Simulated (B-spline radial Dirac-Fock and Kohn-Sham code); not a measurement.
The computed values come from a radial atomic solver: multi-electron Dirac-Fock with separately optimised hole states, Breit and Lamb-shift corrections added in first order. Free neutral atoms.

Problem. Order these X-ray lines by photon energy, lowest first.
A. Ir Mα1
B. Ar Kα2
C. Rb Lη
D. Re Mα1
E. Cd Lα2
F. Ar Kβ1

Solution. C (1539.6 eV), D (1844.9 eV), A (1982.5 eV), B (2955.5 eV), E (3127.8 eV), F (3191.1 eV).
